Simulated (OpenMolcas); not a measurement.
# Au⁴⁺: effect of the level shift or regulariser

```
Program             : OpenMolcas 26.06
Basis               : ANO-RCC-VTZP [8s7p5d3f1g]
Scalar Hamiltonian  : DKH2, point nucleus
Active space        : 7 electrons in 5 orbitals (5d)
State averaging     : 2S+1 = 4 even, 10 roots; 2S+1 = 2 even, 40 roots
Spin-orbit coupling : RASSI with atomic mean-field integrals over the reference wave functions, term energies averaged over their components
```

Methods on the same reference wave functions:
A. CASSCF
B. MS-CASPT2, IPEA 0.25 Eh, imaginary shift 0.1 Eh (closed shells correlated: 5s 5p)
C. MS-CASPT2, IPEA 0.25 Eh, real shift 0.2 Eh (closed shells correlated: 5s 5p)
D. MS-CASPT2, IPEA 0.25 Eh, sigma2 regulariser 0.3 Eh (closed shells correlated: 5s 5p)

Energies in cm-1 above 5d7 4F 9/2.

```
               Level      A      B      C      D
          5d7 4F 9/2    0.0    0.0    0.0    0.0
          5d7 4F 7/2  12033  12240  12240  12240
   5d7 4P 5/2 [72 %]  22980  20700  20710  20700
   5d7 2G 9/2 [55 %]  23451  22140  22140  22140
   5d7 4P 1/2 [65 %]  27476  24470  24500  24470
         5d7 2H 11/2  30996  29250  29230  29250
          5d7 2G 7/2  32454  30350  30360  30350
5d7 2D 5/2(1) [67 %]  37869  35540  35550  35540
   5d7 2P 1/2 [65 %]  43601  40510  40550  40510
   5d7 2H 9/2 [70 %]  43899  42240  42240  42240
          5d7 2F 5/2  44687  38870  38900  38870
          5d7 2F 7/2  52701  47610  47630  47610
5d7 2D 3/2(2) [68 %]  70908  64830  64820  64840
       5d7 2D 5/2(2)  75467  67850  67880  67850
```

Among B to D the level of the table that moves most is 5d7 2P 1/2 [65 %], by 42 cm-1 (lowest in D, highest in C). Moves below CASPT2's spread within the term are not significant.

From A to B the spin-free energies of the other terms of 5d7 shown, above 4F, scale by factors of 0.78 to 0.90, as is usual when dynamic correlation screens the repulsion within a d or f shell.

The lowest spin-free term lies below A's lowest term by 0.353 hartree in B, 0.353 hartree in C, 0.353 hartree in D.

CASPT2 breaks the degeneracy within a term, and the mean is taken; among the terms shown or strongly mixed into the levels shown the widest spread is 960 cm-1 (5d7 4F, D). Without dynamic correlation excited terms often stand tens of per cent too high (terms of higher spin than the ground term too low), and those without a measured partner can miss by more than the paired ones (holds for A). Levels of configurations outside the active space are missing. Levels that lie high or do not pair safely by name in every column are left out.

A share in square brackets marks a mixed level and gives the weight of the term that names it, the lowest over the columns. A number in round brackets counts repeated terms of one configuration in the order of the reference energies.
